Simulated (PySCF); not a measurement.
**Radial density of Te²⁺ (tellurium, charge +2)**

BHandHLYP, [Kr] 4d10 5s1 5p3, high-spin 5S determinant (an excited configuration). Computed with PySCF 2.14 in aug-cc-pVTZ-PP with one added diffuse shell each of d, f type with ECP28MDF (6s5p5d3f, 67 functions), with a scalar-relativistic core potential. This is the valence pseudo-density: the core potential removes the inner electrons and smooths the orbitals near the nucleus.

```json
{"r (bohr)": "0.00219", "4πr²ρ (e/bohr)": "2.267e-05", "4πr²(ρα − ρβ)": "0.0000"}
{"r (bohr)": "0.00369", "4πr²ρ (e/bohr)": "6.251e-05", "4πr²(ρα − ρβ)": "0.0000"}
{"r (bohr)": "0.00621", "4πr²ρ (e/bohr)": "0.0001650", "4πr²(ρα − ρβ)": "0.0000"}
{"r (bohr)": "0.0104", "4πr²ρ (e/bohr)": "0.0003928", "4πr²(ρα − ρβ)": "0.0000"}
{"r (bohr)": "0.0176", "4πr²ρ (e/bohr)": "0.0007877", "4πr²(ρα − ρβ)": "0.0001"}
{"r (bohr)": "0.0295", "4πr²ρ (e/bohr)": "0.001345", "4πr²(ρα − ρβ)": "0.0002"}
{"r (bohr)": "0.0497", "4πr²ρ (e/bohr)": "0.001849", "4πr²(ρα − ρβ)": "0.0002"}
{"r (bohr)": "0.0836", "4πr²ρ (e/bohr)": "0.003689", "4πr²(ρα − ρβ)": "0.0002"}
{"r (bohr)": "0.141", "4πr²ρ (e/bohr)": "0.02543", "4πr²(ρα − ρβ)": "0.0005"}
{"r (bohr)": "0.236", "4πr²ρ (e/bohr)": "0.3394", "4πr²(ρα − ρβ)": "0.0061"}
{"r (bohr)": "0.398", "4πr²ρ (e/bohr)": "5.235", "4πr²(ρα − ρβ)": "0.1527"}
{"r (bohr)": "0.669", "4πr²ρ (e/bohr)": "25.09", "4πr²(ρα − ρβ)": "0.4703"}
{"r (bohr)": "1.13", "4πr²ρ (e/bohr)": "13.03", "4πr²(ρα − ρβ)": "0.2565"}
{"r (bohr)": "1.89", "4πr²ρ (e/bohr)": "3.299", "4πr²(ρα − ρβ)": "2.4194"}
{"r (bohr)": "3.18", "4πr²ρ (e/bohr)": "0.7571", "4πr²(ρα − ρβ)": "0.7505"}
{"r (bohr)": "5.35", "4πr²ρ (e/bohr)": "0.01065", "4πr²(ρα − ρβ)": "0.0106"}
```

Energies and moments cover only the electrons outside the core potential.
